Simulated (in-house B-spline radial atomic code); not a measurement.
A calculation on Se26+: its settings, and results tabulated from the run. Level of theory: Dirac-Kohn-Sham LDA VWN5, spherical fractional occupations, Fermi nucleus of rms radius 4.14 fm; calculated with an all-electron radial atomic-structure program (B-spline basis).

Command:
```bash
python run_scf.py task.json out
```
Settings (nuclear radius in fm, mass in u):
```
Z                34
configuration    [He] 2s2 2p4
hamiltonian      dirac
method           lda,vwn
spin_polarised   False
nucleus          fermi
rms_radius       4.14
atomic_mass      79.91652
speed_of_light   137.035999084
```

Output (hartree, bohr):
```
 radial grid: 56 intervals, B-splines of order 8, outer radius 1.4981 bohr

 iter        energy (Eh)    residual
    1       -1852.763228    2.28e+00
    2       -1860.426802    2.01e-01
    3       -1860.474545    9.10e-02
    4       -1860.484488    4.13e-02
    5       -1860.487071    3.78e-03
    6       -1860.487092    5.75e-06
    7       -1860.487092    1.10e-08

 total energy                     -1860.48709
 kinetic                            1913.2719
 electron-nucleus                  -3957.3133
 Hartree                             225.8673
 exchange-correlation                -42.3130

 first-order corrections (not in the total)
   Gaunt                             0.9695
   retardation                      -0.0726
   frequency dependence             -0.0033
   self-energy                       0.8542
   Uehling                          -0.0853
   Wichmann-Kroll                    0.0009
   recoil                            0.0107

 orbital      occ     eigenvalue          <r>       <r^2>       <1/r>       r_max    small
 1s1/2      2.000      -513.7596    0.0440442  0.00260975     34.5656     0.02881  1.52e-02
 2s1/2      2.000      -107.3593     0.188101   0.0415479     8.01707       0.161  3.24e-03
 2p1/2      1.333      -102.6955     0.160322   0.0312607     7.96669      0.1256  3.21e-03
 2p3/2      2.667      -100.9947     0.163727   0.0324753     7.72665      0.1285  3.15e-03
```

Time taken, with all properties: 0.8 s on 1 thread of Intel(R) Xeon(R) Platinum 8375C CPU @ 2.90GHz (shared host).

For the Dirac Hamiltonian the kinetic term is c α·p + (β - 1)c².
